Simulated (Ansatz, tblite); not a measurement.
Removing and adding an electron: SiMo₃. The state is a singlet with charge 0. Geometry: PBE0-D4/def2-SVP. Ansatz, gas phase; energy differences of separate SCF runs; the oxidised species was run as a doublet alone; the reduced species was run as a doublet alone.

```tsv
atom	x (Å)	y (Å)	z (Å)
Mo1	0.1173	0.1811	1.3774
Mo2	-1.2946	0.3957	-0.3332
Mo3	0.0511	-1.3767	-0.2150
Si4	1.1262	0.7999	-0.8292
```

In the def2 sets Mo takes a core potential; there is no spin–orbit coupling. The xTB rows come from tblite. HOMO above LUMO, or a gap near zero within one spin, warns that the state may not be the lowest or that an electron is smeared out. The structure comes from a short search, and lower isomers may exist.

```json
{"level": "GFN1-xTB", "−HOMO (eV)": "10.26", "vertical IE (eV)": "12.72", "−LUMO (eV)": "9.47", "vertical EA (eV)": "7.02", "HOMO–LUMO gap (eV)": "0.79", "IE − EA (eV)": "5.70", "remarks": "–"}
{"level": "GFN2-xTB", "−HOMO (eV)": "8.81", "vertical IE (eV)": "11.38", "−LUMO (eV)": "8.32", "vertical EA (eV)": "5.70", "HOMO–LUMO gap (eV)": "0.48", "IE − EA (eV)": "5.69", "remarks": "–"}
{"level": "PBE-D4/def2-TZVP", "−HOMO (eV)": "4.33", "vertical IE (eV)": "6.66", "−LUMO (eV)": "3.22", "vertical EA (eV)": "–", "HOMO–LUMO gap (eV)": "1.11", "IE − EA (eV)": "–", "remarks": "gap within one spin near zero (+1 doublet)"}
{"level": "PBE-D4/def2-TZVPD", "−HOMO (eV)": "4.34", "vertical IE (eV)": "–", "−LUMO (eV)": "3.23", "vertical EA (eV)": "1.02", "HOMO–LUMO gap (eV)": "1.11", "IE − EA (eV)": "–", "remarks": "HOMO above zero (-1 doublet), gap within one spin near zero (-1 doublet)"}
{"level": "r2SCAN-D4/def2-TZVP", "−HOMO (eV)": "4.40", "vertical IE (eV)": "6.55", "−LUMO (eV)": "3.02", "vertical EA (eV)": "–", "HOMO–LUMO gap (eV)": "1.38", "IE − EA (eV)": "–", "remarks": "–"}
{"level": "r2SCAN-D4/def2-TZVPD", "−HOMO (eV)": "4.41", "vertical IE (eV)": "–", "−LUMO (eV)": "3.03", "vertical EA (eV)": "1.06", "HOMO–LUMO gap (eV)": "1.38", "IE − EA (eV)": "–", "remarks": "HOMO above zero (-1 doublet)"}
{"level": "PBE0-D4/def2-TZVP", "−HOMO (eV)": "5.01", "vertical IE (eV)": "6.49", "−LUMO (eV)": "2.31", "vertical EA (eV)": "–", "HOMO–LUMO gap (eV)": "2.70", "IE − EA (eV)": "–", "remarks": "spin-contaminated (⟨S²⟩ 0.87) (+1 doublet)"}
{"level": "PBE0-D4/def2-TZVPD", "−HOMO (eV)": "5.02", "vertical IE (eV)": "–", "−LUMO (eV)": "2.31", "vertical EA (eV)": "1.02", "HOMO–LUMO gap (eV)": "2.70", "IE − EA (eV)": "–", "remarks": "HOMO above zero (-1 doublet), spin-contaminated (⟨S²⟩ 0.83) (-1 doublet)"}
```

Relaxing the oxidised species (PBE0-D4/def2-SVP) changes its energy by -0.23 eV at PBE0-D4/def2-TZVP, so the adiabatic ionisation energy to this nearest minimum is 6.26 eV. At PBE-D4/def2-TZVP it is 6.36 eV.     A HOMO above zero means that the electron is unbound at that level or that self-interaction error raises the level; the energy of removing that electron tells which. Raw xTB energy differences between charge states are shifted by several eV; the methods need an empirical correction for them.
